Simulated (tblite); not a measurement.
C₆H₉O (charge -1).
Numbering: `[CH2:1]=[C:2]([O-:3])[C:4]1([CH3:5])[CH2:6][CH2:7]1` (hydrogens: H8, H9 on C1; H10, H11, H12 on C5; H13, H14 on C6; H15, H16 on C7)
Bond orders are those of one Lewis drawing.

Computed with GFN2-xTB (tblite), gas phase: nudged elastic band of 9 images (0 to 8), spring 0.2 eV/Å², climbing image at the end, force threshold 0.05 eV/Å. The top image wasn't refined or checked by frequencies; at this threshold it can lie a kcal/mol or more above the true saddle point of the method.

The band describes a rotation about C2–C4 (vinylic carbon bearing oxygen, allylic carbon), followed by the dihedral O3–C2–C4–C6, from the optimised start (38°) to a second optimised geometry at 147°.

Q: How does the energy change from image to image?

A: 
```
image  dihedral (°)  E (eV)  C2–C4 (Å)  O3···C6 (Å)  largest true force (eV/Å)
    0            38   0.000      1.551         2.94                       0.01
    1            52   0.004      1.550         3.03                       0.03
    2            66   0.012      1.549         3.12                       0.03
    3            79   0.025      1.548         3.22                       0.04
    4            91   0.041      1.548         3.31                       0.04
    5           104   0.050      1.549         3.42                       0.04
    6           119   0.045      1.549         3.53                       0.05
    7           134   0.028      1.548         3.63                       0.05
    8           147   0.020      1.548         3.71                       0.01
```

Barriers of this band. The top is image 5 at 104°: 0.050 eV forward and 0.030 eV back; the end lies 0.020 eV above the start. The central bond is 0.002 Å shorter at the top than at the start.

Q: What rate follows at 350 K for crossing this barrier forward?

A: Taking the electronic barrier for the free energy of activation (no zero-point or entropy terms, transmission 1), rate = (kT/h)·exp(−ΔE/kT) ≈ 1 × 10^12 s⁻¹, whose inverse is 7 × 10^-13 s. An error of 1 kcal/mol in the barrier changes this by a factor of 4, and the method and the loose band can each miss by that much or more. The barrier is only 1.7 kT, where transition-state theory is rough.

Q: How would the two end points share their population at 350 K, from these energies alone?

A: exp(−ΔE/kT) with ΔE = 0.020 eV gives 0.52 for the higher one (end) against 1 for the lower, without vibrational, rotational or degeneracy terms. GFN2-xTB can put conformers this close in the wrong order.

What follows is the cost of the whole band run. The run took about 8 s of CPU time (one thread, shared machine).
